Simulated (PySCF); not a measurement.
**EPR parameters of C6H11N2**

C6H11N2 (doublet state).
Structure used (GFN2-xTB), in Å, numbered top down from 1:
```
atom  x, y, z in Å
C1    -0.2963   -0.6574    1.4625
C2    -1.0841   -1.1919    0.3035
N3    -0.5168   -0.5896   -0.9124
C4    -0.8847    0.8152   -0.9336
C5    -0.4564    1.4464    0.4188
N6     0.4095    0.5164    1.1267
C7     1.5333    0.1575    0.2643
C8     0.9381   -0.6876   -0.9022
H9     0.2934   -1.3510    2.0481
H10   -0.9979   -2.2807    0.2427
H11   -2.1513   -0.9432    0.3219
H12   -0.3804    1.2931   -1.7759
H13   -1.9635    0.8921   -1.0845
H14    0.0877    2.3817    0.2682
H15   -1.3220    1.6417    1.0530
H16    2.2531   -0.4241    0.8433
H17    2.0213    1.0691   -0.0905
H18    1.2006   -1.7417   -0.7924
H19    1.3067   -0.3369   -1.8687
```

The hyperfine couplings belong to this conformer and change with its torsions.

The species is `[CH]1CN2CCN1CC2` [radical].

Method: PySCF, UKS B3LYP, pcH-1 on C H N, non-relativistic, mean-field spin-orbit, GIAO. Isolated species at its GFN2-xTB geometry, gas phase. The geometry wasn't refined by DFT: couplings that depend on bond lengths, twists or pyramidal angles can differ widely from those at the functional's own minimum. Stability of the SCF solution: not tested.

```json
{
 "g1, g2, g3": "2.00213, 2.00291, 2.00351",
 "g_iso": "2.00285",
 "Form of g": "rhombic: the two nearest values differ by 44 % of g3 − g1",
 "⟨S²⟩": "0.7536 (exact 0.7500)",
 "α and β electrons": "31, 30"
}
```

Isotropic coupling and dipolar principal values T1 to T3, in G (MHz turned into gauss with g_iso; 10 G = 1 mT):

```json
{"atom": "C1", "isotope": "13C", "a_iso": "71.0", "T1": "-25.2", "T2": "-24.7", "T3": "49.9", "Mulliken spin population": "0.88"}
{"atom": "C2", "isotope": "13C", "a_iso": "0.2", "T1": "-1.8", "T2": "-1.1", "T3": "2.9", "Mulliken spin population": "-0.05"}
{"atom": "N3", "isotope": "14N", "a_iso": "-0.3", "T1": "-1.3", "T2": "-1.2", "T3": "2.5", "Mulliken spin population": "0.05"}
{"atom": "C4", "isotope": "13C", "a_iso": "-0.6", "T1": "-0.5", "T2": "-0.1", "T3": "0.6", "Mulliken spin population": "0.00"}
{"atom": "C5", "isotope": "13C", "a_iso": "3.9", "T1": "-0.6", "T2": "-0.1", "T3": "0.7", "Mulliken spin population": "-0.01"}
{"atom": "N6", "isotope": "14N", "a_iso": "10.2", "T1": "-1.8", "T2": "-1.5", "T3": "3.3", "Mulliken spin population": "0.05"}
{"atom": "C7", "isotope": "13C", "a_iso": "15.3", "T1": "-2.2", "T2": "-2.0", "T3": "4.3", "Mulliken spin population": "0.04"}
{"atom": "C8", "isotope": "13C", "a_iso": "-1.9", "T1": "-0.4", "T2": "-0.2", "T3": "0.6", "Mulliken spin population": "0.00"}
{"atom": "H9", "isotope": "1H", "a_iso": "-14.9", "T1": "-11.3", "T2": "-1.2", "T3": "12.5", "Mulliken spin population": "-0.03"}
{"atom": "H10", "isotope": "1H", "a_iso": "16.9", "T1": "-1.8", "T2": "-1.0", "T3": "2.8", "Mulliken spin population": "0.03"}
{"atom": "H11", "isotope": "1H", "a_iso": "24.0", "T1": "-2.1", "T2": "-1.7", "T3": "3.7", "Mulliken spin population": "0.02"}
{"atom": "H12", "isotope": "1H", "a_iso": "0.6", "T1": "-0.5", "T2": "-0.4", "T3": "1.0", "Mulliken spin population": "0.00"}
{"atom": "H13", "isotope": "1H", "a_iso": "1.4", "T1": "-0.7", "T2": "-0.4", "T3": "1.1", "Mulliken spin population": "0.00"}
{"atom": "H14", "isotope": "1H", "a_iso": "5.5", "T1": "-0.8", "T2": "-0.7", "T3": "1.5", "Mulliken spin population": "0.01"}
{"atom": "H15", "isotope": "1H", "a_iso": "-0.1", "T1": "-1.6", "T2": "-1.3", "T3": "2.9", "Mulliken spin population": "0.01"}
{"atom": "H16", "isotope": "1H", "a_iso": "3.7", "T1": "-1.8", "T2": "-1.0", "T3": "2.8", "Mulliken spin population": "0.00"}
{"atom": "H17", "isotope": "1H", "a_iso": "3.2", "T1": "-1.4", "T2": "-0.6", "T3": "2.0", "Mulliken spin population": "0.01"}
{"atom": "H18", "isotope": "1H", "a_iso": "1.4", "T1": "-0.9", "T2": "-0.7", "T3": "1.7", "Mulliken spin population": "0.00"}
{"atom": "H19", "isotope": "1H", "a_iso": "1.0", "T1": "-0.6", "T2": "-0.4", "T3": "1.0", "Mulliken spin population": "0.00"}
```

The largest Mulliken spin population is on C1 (+0.88). The angles at C1 add up to 343.4°, so it is pyramidal.

Axes: g3 points within 14° of the C1–H9 bond.

Under fast tumbling the dipolar parts average out, and these isotropic splittings remain: 2 × 1H (H10/H11, I = 1/2, 3 lines) with 2.04 mT, 1 × 1H (H9, I = 1/2, 2 lines) with 1.49 mT, 1 × 14N (N6, I = 1, 3 lines) with 1.02 mT, 4 × 1H (H14/H15/H16/H17, I = 1/2, 5 lines) with 0.31 mT and 4 × 1H (H12/H13/H18/H19, I = 1/2, 5 lines) with 0.11 mT.

Nuclei that the bonding pattern makes equivalent are averaged, as if the motion that swaps them (rotation, inversion, ring flip) were fast. The 1H value of +57.3 MHz is a mean of couplings from 47.3 to 67.2 MHz in this one geometry, not an average over conformers. The 1H value of +8.6 MHz is a mean of couplings from -0.3 to 15.5 MHz in this one geometry, not an average over conformers.

The 13C coupling of C1 (199.0 MHz) shows only in satellite lines or after enrichment, since that isotope makes up about 1.07 % of natural carbon.

β density exceeds α density at some nuclei, such as H9 (-0.0093), C4/C8 (-0.0032) and N3 (-0.0026), spin density in bohr⁻³. In a single determinant that takes different orbitals for the two spins, that is spin polarisation.

On an Arm Neoverse V2 with one thread, on a shared host, this took 95 s of wall time (with the writing of density and orbital grids) and 1.1 GiB of memory at its peak.
